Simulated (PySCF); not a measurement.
B3Cl3H3N3, SMILES ClB1NB(Cl)NB(Cl)N1.

Geometry: B3LYP-D3(BJ)/def2-SVP.

Computed with PBE/def2-SVP (PySCF).

Symmetry labels are those of the subgroup C2v that the program uses (full group D3h).

Computed valence orbital energies around the gap with their symmetry:
| orbital | symmetry | energy (eV) |
|---|---|---|
| HOMO−7 | B2 | -8.52 |
| HOMO−6 | A2 | -8.52 |
| HOMO−5 | B1 | -7.67 |
| HOMO−4 | A1 | -7.67 |
| HOMO−3 | B2 | -7.47 |
| HOMO−2 | B1 | -7.36 |
| HOMO−1 | B2 | -6.98 |
| HOMO | A2 | -6.98 |
| LUMO | A2 | -0.66 |
| LUMO+1 | B2 | -0.66 |
| LUMO+2 | A1 | 0.56 |
| LUMO+3 | A1 | 1.04 |
